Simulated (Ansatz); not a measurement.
C2H4OSn, SMILES `[SnH3][C]1=CO1`, relaxed with RKS PBE0-D4/def2-TZVP in the Gaussian-basis code of Ansatz from a PBE-D4/def2-SVP geometry. The force threshold is 0.005 eV/Å; the program also tests the step.

Charge 0, multiplicity 1. Sn takes the def2 core potential.

Start:

```xyz
8

Sn    0.137    0.234    1.352
C     0.345    0.415   -0.761
C    -0.230   -0.144   -1.849
O     0.274   -1.314   -1.623
H    -0.362    1.789    1.911
H    -1.029   -0.989    1.710
H     1.684   -0.168    1.992
H    -0.819    0.176   -2.733
```

| step | energy (eV) | largest force (eV/Å) | largest move (Å) |
| --- | --- | --- | --- |
| 1 | -10009.9498 | 0.917 | 0.000 |
| 2 | -10009.9830 | 0.401 | 0.062 |
| 3 | -10009.9882 | 0.321 | 0.040 |
| 4 | -10009.9941 | 0.211 | 0.054 |
| 5 | -10009.9995 | 0.108 | 0.032 |
| 6 | -10010.0012 | 0.098 | 0.039 |
| 7 | -10010.0027 | 0.037 | 0.047 |
| 8 | -10010.0031 | 0.023 | 0.025 |
| 9 (rejected) | -10010.0031 | 0.121 | 0.021 |
| 10 | -10010.0033 | 0.016 | 0.010 |
| 11 | -10010.0035 | 0.066 | 0.027 |
| 12 | -10010.0036 | 0.020 | 0.010 |
| 13 | -10010.0036 | 0.013 | 0.004 |
| 14 | -10010.0036 | 0.010 | 0.003 |
| 15 | -10010.0036 | 0.009 | 0.004 |
| 16 | -10010.0036 | 0.003 | 0.002 |

End:

```xyz
8

Sn    0.142    0.218    1.356
C     0.310    0.309   -0.736
C    -0.232   -0.111   -1.857
O     0.229   -1.297   -1.610
H    -0.380    1.765    1.841
H    -0.984   -0.996    1.752
H     1.680   -0.129    1.989
H    -0.765    0.239   -2.736
```

Run time 37 s (4 threads of a server CPU on a shared host); peak host memory 0.37 GiB.
